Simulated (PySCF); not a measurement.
An unknown shows these calculated signals:

¹H NMR (400 MHz, computed): δ 7.13 (m, 1H), 6.82 (m, 1H), 5.28 (m, 1H), 4.22 (d, 3H), 1.21 (br s, 1H), 0.25 (d, 3H).

¹³C{¹H} NMR (computed): δ 165.1 (CH), 148.3 (CH), -0.5 (CH3).

- geometry: GFN2-xTB
- GIAO PBE0/pcSseg-1 shieldings
- code: PySCF 2.14
- rapidly exchanging positions averaged, a single conformation, gas phase, no relativistic terms

Chemical shifts δ = σref − σ; ¹H (σ = 31.72 ppm) and ¹³C (σ = 186.93 ppm) against TMS, all at this level.

Which of these does the molecule contain: a non-aromatic C=C double bond, a benzene ring, an aldehyde, a Si–H bond, an NH or NH2 group, an OH group?

Results:


- A non-aromatic C=C double bond: yes.
- A benzene ring: no.
- An aldehyde: no.
- A Si–H bond: yes (δH 5.28 (m)).
- An NH or NH2 group: no.
- An OH group: yes (δH 1.21 (br s)).

The data belong to `C[Si@H](O)/C=C/[SiH3]`, C$_{3}$H$_{10}$OSi$_{2}$; they needn't prove each group on their own.

Carbon signals by region: 1 in the far downfield region (above 160 ppm), 1 in the sp2 and nitrile region (100–160 ppm), 1 below 50 ppm. Above 160 ppm: 165.1, alkene CH.

Exchangeable OH/NH protons stand at their gas-phase positions; hydrogen bonding in a real sample shifts them, mostly to higher δ. Shifts are as computed. Against solution values, carbons near 30 ppm lie about +3 ppm off and those near 130 ppm about +5 ppm (rms about the fit 2.1 ppm; single classes can miss by 10 ppm). Of 1328 compounds with measured shifts, 309 miss one by over three times the rms of a fit or turn the order of signals round; such compounds aren't used in these exercises. Signals without a measured value on file couldn't be tested in this way; 1H shifts scatter by 0.2 ppm about their fit, and single ones miss by 0.5 ppm. No couplings were computed; multiplicities are counted from neighbouring protons, with m where these are inequivalent, close in shift, in a saturated or five-membered ring or joined by F or P, and br s for small geminal =CH2 splittings.
